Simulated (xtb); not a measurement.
CH₄Br₂Ge, SMILES [Br][GeH]([Br])[CH3]. All values are semi-empirical tight-binding results from xtb (GFN2-xTB unless named), good for trends rather than for accurate numbers. Geometry: GFN2-xTB.

For metal compounds this method's bond lengths and energies can be far off.

Computed properties:
orbital gap: 5.47 eV
zero-point energy: 27.6 kcal/mol
G − E(el) at 298.15 K (modified RRHO): 5.8 kcal/mol
